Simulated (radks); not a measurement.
Results of a calculation; reference values are marked as such.
How relativity changes the ionisation of the holmium ion Ho+ ([Xe] 4f11 6s1) to Ho2+ ([Xe] 4f11). Spin-unpolarised spherical Kohn-Sham, BLYP, point nucleus unless stated (finite: rms radius 5.2022 fm), a radial shooting solver on a logarithmic mesh with Libxc functionals. A level marked "c x" has the speed of light scaled by that factor and shares open shells by 2j + 1; other Dirac levels either fill j = l - 1/2 first or share by 2j + 1.

| level | E(Ho+) (hartree) | E(Ho2+) (hartree) | IE (eV) | HOMO | <r> HOMO (bohr) |
|---|---|---|---|---|---|
| non-rel. | -12069.2007 | -12068.7929 | 11.098 | 6s | 3.901 |
| scalar-rel. | -12616.9713 | -12616.5321 | 11.951 | 6s | 3.653 |
| scalar-rel., finite nucleus | -12615.7840 | -12615.3449 | 11.950 | 6s | 3.653 |
| Dirac, 2j+1 shares | -12629.0890 | -12628.6498 | 11.952 | 6s1/2 | 3.654 |
| Dirac, low j first | -12629.1352 | -12628.6961 | 11.949 | 4f7/2 | 0.8635 |
| Dirac, 2j+1 shares, finite nucleus | -12627.8936 | -12627.4545 | 11.950 | 6s1/2 | 3.655 |
| Dirac, c x 0.85 | -12888.0456 | -12887.5898 | 12.403 | 4f7/2 | 0.8907 |
| Dirac, c x 1.5 | -12300.8730 | -12300.4529 | 11.432 | 6s1/2 | 3.799 |
| Dirac, c x 2 | -12196.5393 | -12196.1249 | 11.279 | 6s1/2 | 3.845 |

NIST Atomic Spectra Database: 11.78 eV (semi-empirical). The relativistic part of the total energy of Ho+ is -558.7 hartree (Dirac, 2j+1 shares, finite nucleus), 4.6 % of the non-relativistic value. Spin polarisation and multiplet splitting of open shells are left out at every level.

Beside tabulated values, note that relativity, absent from the non-relativistic runs, is large for the heavy elements, and spin-unpolarised runs miss the spin-polarisation part of the exchange energy of open shells.
